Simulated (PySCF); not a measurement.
## A thermochemical cycle for LiCd

PBE0 in PySCF with def2-TZVP on every atom (core potentials on Cd), for the lowest determinant that a PBE0 search found; no spin–orbit coupling. LiCd, a doublet (σ ↑), has De = 0.17 eV to neutral atoms, and LiCd⁺, a singlet (closed shell), has De = 0.68 eV to Li⁺ + Cd.

The adiabatic ionisation energy of LiCd, between the minima, is 5.06 eV.

Task: Which ionisation energy of the Li atom does this level give?

Result: IE(Li) = IE(molecule) + De(ion) − De(neutral) = 5.06 + 0.68 − 0.17 = 5.57 eV; the measured value is 5.392 eV (NIST ASD).

Closed-shell solutions of metal pairs were not tested for spin polarisation, which can lower them a little. Weak bonds: LiCd. Basis-set superposition, not corrected here, can be much of De in a small basis, most of all at correlated wavefunction levels. For an ion De counts to the pair picked by the measured ionisation energies or electron affinities, which need not be the lowest pair at this level. States were picked by a PBE0 search and need not be the measured ground states.
